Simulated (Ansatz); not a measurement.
Wavefunction ladder for BH₆NOSSi, SMILES `NB(S)O[SiH3]`

Cartesian coordinates in Å:
```
N -1.259 0.113 1.601
B -0.439 -0.261 0.529
S -0.260 -2.009 -0.020
O 0.259 0.707 -0.135
Si 1.261 0.822 -1.430
H -1.336 1.077 1.877
H -1.802 -0.524 2.151
H -1.108 -2.540 0.873
H 0.544 1.508 -2.534
H 1.702 -0.522 -1.882
H 2.439 1.628 -1.028
```

The species carries charge 0 and has multiplicity 1. The structure was optimised at the PBE0-D4/def2-TZVP level. It is one conformer, not always the lowest. Frozen core, restricted reference, Ansatz. CBS rows extrapolate triple and quadruple zeta; past MP2 they add the triple-zeta difference.

| basis | HF (Eh) | MP2 corr. | CCSD corr. | (T) | CCSD(T) total |
| --- | --- | --- | --- | --- | --- |
| def2-SVP | -843.78827 | -0.66345 | -0.71760 | -0.01877 | -844.52464 |
| def2-TZVPP | -844.22089 | -0.84525 | -0.89418 | -0.03510 | -845.15017 |
| def2-QZVPP | -844.24926 | -0.91143 | – | – | – |
| CBS(def2) | -844.25317 | -0.96046 | -1.00939 | as TZ | -845.29766 |
| cc-pV(D+d)Z | -844.14076 | -0.66927 | -0.72447 | -0.01950 | -844.88473 |
| cc-pV(T+d)Z | -844.22675 | -0.84696 | -0.89534 | -0.03531 | -845.15740 |
| cc-pV(Q+d)Z | -844.24647 | -0.91205 | -0.95137 | -0.03981 | -845.23765 |
| CBS(cc) | -844.25241 | -0.95838 | -0.99125 | -0.04302 | -845.28668 |
